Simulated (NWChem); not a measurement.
# AlNH3Br; SMILES [NH2][AlH][Br]

```xyz
6

Al    -0.5774     1.0850     0.0000
H     -2.1237     1.3848     0.0000
Br     0.1884    -1.0435     0.0000
N      0.6148     2.3837     0.0000
H      1.6208     2.2556     0.0000
H      0.3864     3.3720     0.0000
```
Atoms are numbered in this order, from 1.

All runs: NWChem. Pople sets run with spherical d functions. Geometry: optimised at PBE0/def2-SVP. GIAO values for the isolated, static molecule; σ is the absolute isotropic shielding, δ = σ(reference) − σ with the isolated reference molecule computed at the same levels (1H: tetramethylsilane, 15N: ammonia). Spin-orbit effects, on the heavy nuclei and on their neighbours, are missing.

```json
[
 {"level": "LDA (Slater exchange, VWN5)/pcSseg-1", "σ Al1 (ppm)": "___", "δ H2 (ppm)": "___", "σ Br3 (ppm)": "___", "δ N4 (ppm)": "___", "δ H5 (ppm)": "___", "δ H6 (ppm)": "___"},
 {"level": "Hartree-Fock/6-31G*", "σ Al1 (ppm)": "474.1", "δ H2 (ppm)": "5.18", "σ Br3 (ppm)": "2894.0", "δ N4 (ppm)": "27.7", "δ H5 (ppm)": "0.66", "δ H6 (ppm)": "0.71"},
 {"level": "B3LYP/6-311G**", "σ Al1 (ppm)": "374.5", "δ H2 (ppm)": "4.90", "σ Br3 (ppm)": "2688.8", "δ N4 (ppm)": "51.4", "δ H5 (ppm)": "1.31", "δ H6 (ppm)": "1.41"}
]
```

Some entries are withheld; supply them.


- LDA (Slater exchange, VWN5)/pcSseg-1, σ Al1 (ppm): 338.7
- LDA (Slater exchange, VWN5)/pcSseg-1, δ H2 (ppm): 5.01
- LDA (Slater exchange, VWN5)/pcSseg-1, σ Br3 (ppm): 2599.4
- LDA (Slater exchange, VWN5)/pcSseg-1, δ N4 (ppm): 67.0
- LDA (Slater exchange, VWN5)/pcSseg-1, δ H5 (ppm): 1.84
- LDA (Slater exchange, VWN5)/pcSseg-1, δ H6 (ppm): 1.89
